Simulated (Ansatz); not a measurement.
CH$_{5}$BClFSi (`BC[SiH](F)Cl`). Charge 0, multiplicity 1. The structure was optimised at the PBE0-D4/def2-TZVP level. It is one conformer, not always the lowest.

```xyz
10

B    -0.885    1.263   -0.320
C     0.502    0.610   -0.150
Si    0.341   -1.205    0.201
F     1.785   -1.794    0.520
Cl   -0.830   -1.529    1.843
H    -1.406    1.840    0.588
H    -1.476    1.162   -1.357
H     1.095    1.014    0.676
H     1.092    0.615   -1.077
H    -0.218   -1.978   -0.925
```

Question: What is the dipole moment at r2SCAN/def2-TZVPP? (An estimate is asked.)

Answer: Ansatz gave: 1.48 D, with components (0.39, 0.92, -1.09) D in this frame, pointing from negative to positive charge.

Question: And with PBE, B3LYP, ωB97M-V? (Estimate.)

Answer: Computed: PBE 1.38 D, B3LYP 1.50 D, ωB97M-V 1.50 D.

Question: Give the Mulliken charges with r2SCAN, B3LYP, ωB97M-V in def2-TZVPP. (Estimate.)

Answer: Computed: 
```tsv
atom	r2SCAN	B3LYP	ωB97M-V
B1	-0.05	-0.12	-0.20
C2	-0.23	-0.24	-0.31
Si3	0.67	0.65	0.59
F4	-0.31	-0.31	-0.29
Cl5	-0.23	-0.23	-0.20
H6	0.02	0.05	0.09
H7	0.01	0.04	0.08
H8	0.10	0.12	0.14
H9	0.10	0.11	0.13
H10	-0.08	-0.07	-0.03
```

B3LYP here is the variant with VWN-RPA as its local correlation; programs differ in this.
